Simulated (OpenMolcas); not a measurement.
# W IV: CASPT2 settings compared

| Quantity | Value |
| --- | --- |
| Program | OpenMolcas 26.06 |
| Basis | ANO-RCC-VTZP [8s7p5d3f2g1h] |
| Scalar Hamiltonian | DKH3, point nucleus |
| Active space | 3 electrons in 10 orbitals (5d 6d) |
| State averaging | 2S+1 = 4 even, 10 roots; 2S+1 = 2 even, 40 roots kept (CI in the orbitals of an earlier block) |
| Spin-orbit coupling | RASSI with atomic mean-field integrals over the reference wave functions, term energies averaged over their components |

Methods on the same reference wave functions:
A. CASSCF
B. SS-CASPT2, IPEA 0 Eh, imaginary shift 0.15 Eh (closed shells correlated: 5s 5p)
C. SS-CASPT2, IPEA 0.3 Eh, sigma2 regulariser 0.05 Eh (closed shells correlated: 5s 5p)
D. SS-CASPT2, IPEA 0.15 Eh, imaginary shift 0.25 Eh (closed shells correlated: 5s 5p)
E. MS-CASPT2, IPEA 0.15 Eh, imaginary shift 0.25 Eh (closed shells correlated: 5s 5p)
F. MS-CASPT2, IPEA 0.3 Eh, sigma2 regulariser 0.05 Eh (closed shells correlated: 5s 5p)

Energies in cm-1 above 5d3 4F 3/2, the measured ground level; measured values from the list in J. Phys. B 45, 035001 (2012).

| Level | A | B | C | D | E | F | Measured |
| --- | --- | --- | --- | --- | --- | --- | --- |
| 5d3 4F 3/2 | 0.0 | 0.0 | 0.0 | 0.0 | 0.0 | 0.0 | 0.0 |
| 5d3 4F 5/2 | 3380 | 3670 | 3660 | 3610 | 3630 | 3680 | 3537 |
| 5d3 4F 7/2 | 6755 | 6990 | 6990 | 6940 | 6960 | 7010 | 6745 |
| 5d3 4F 9/2 [73 %] | 9712 | 9630 | 9660 | 9630 | 9650 | 9680 | 9256 |
| 5d3 2G 7/2 | 17729 | 15920 | 16090 | 16160 | 16170 | 16120 | 15261 |
| 5d3 2H 9/2 [51 %] | 18320 | 17140 | 17240 | 17190 | 17210 | 17260 |  |
| 5d3 4P 5/2 | 19458 | 18100 | 18180 | 18100 | 18090 | 18160 | 17190 |
| 5d3 2H 11/2 | 24973 | 23690 | 23780 | 23680 | 23690 | 23800 | 22223 |
| 5d3 2D 5/2(1) | 27395 | 24160 | 24400 | 24560 | 24660 | 24550 | 22766 |
| 5d3 2F 7/2 | 34751 | 30490 | 30780 | 30870 | 30880 | 30810 | 28412 |
| 5d3 2F 5/2 | 34905 | 30520 | 30810 | 30880 | 30910 | 30860 | 27938 |
| 5d3 2D 5/2(2) | 52080 | 46840 | 47000 | 46930 | 46870 | 46910 | 43287 |
| 5d3 2D 3/2(2) | 52222 | 46840 | 46990 | 46920 | 47020 | 47160 |  |

Deviations, from unrounded energies. A percentage is the sum of absolute deviations over the sum of measured energies, with the sign that they share, or ± where signs differ.

```csv
Against measurement,Levels,A,B,C,D,E,F
mean absolute deviation (cm-1),10,3500,1300,1500,1500,1500,1500
fine structure of the ground term (%),3,±3.2,+3.9,+4.0,+3.3,+3.5,+4.3
other terms of the ground configuration (%),7,+19.3,+7.1,+7.9,+8.0,+8.0,+8.0
```

B lies closest to measurement on these levels and A furthest from it. The largest miss of B in the table is 5d3 2D 5/2(2), by +3600 cm-1. The ranking rests on the paired levels alone, and a cruder setting can come out closer through cancelling errors.

Among B to F the level of the table that moves most is 5d3 2D 5/2(1), by 510 cm-1 (lowest in B, highest in E). Moves below CASPT2's spread within the term are not significant.

The mean deviations of B to F differ by less than CASPT2's widest spread within a term (530 cm-1), so their order carries little weight.

From A to B the spin-free energies of the other terms of 5d3 shown, above 4F, scale by factors of 0.78 to 0.89, as is usual when dynamic correlation screens the repulsion within a d or f shell.

The lowest spin-free term lies below A's lowest term by 0.244 hartree in B, 0.238 hartree in C, 0.241 hartree in D, 0.241 hartree in E, 0.238 hartree in F.

CASPT2 breaks the degeneracy within a term, and the mean is taken; among the terms shown or strongly mixed into the levels shown the widest spread is 530 cm-1 (5d3 4F, F). Over all roots computed the reference weight is 0.84 to 0.96 in C, 0.84 to 0.96 in F; the roots of lowest weight are the least certain, and an intruder state may touch them. Terms from blocks run as CI alone lack orbitals of their own. Active for correlation alone: 6d; no level in the range computed is led by a configuration that fills it, so any true level of that kind is missing. Without dynamic correlation excited terms often stand tens of per cent too high (terms of higher spin than the ground term too low), and those without a measured partner can miss by more than the paired ones (holds for A). Some levels mix across a computed gap that differs much from the measured one, so their mixing is not that of the real levels (holds for A). The CASPT2 spread within a term exceeds the gap to the next term for 5d3 2D(1) and 5d3 2H, so the order of their levels is uncertain (holds for D; E). Measured partners are found by configuration, term and J. A level has none where our copy of the source lacks it or the pairing is in doubt (some pairs that miss far off the trend of their configuration count as doubtful), and it then counts in no deviation. Only configurations of the active space appear. Levels that lie high or do not pair safely by name in every column are left out.

A share in square brackets marks a mixed level and gives the weight of the term that names it, the lowest over the columns. A number in round brackets counts repeated terms of one configuration in the order of the reference energies.
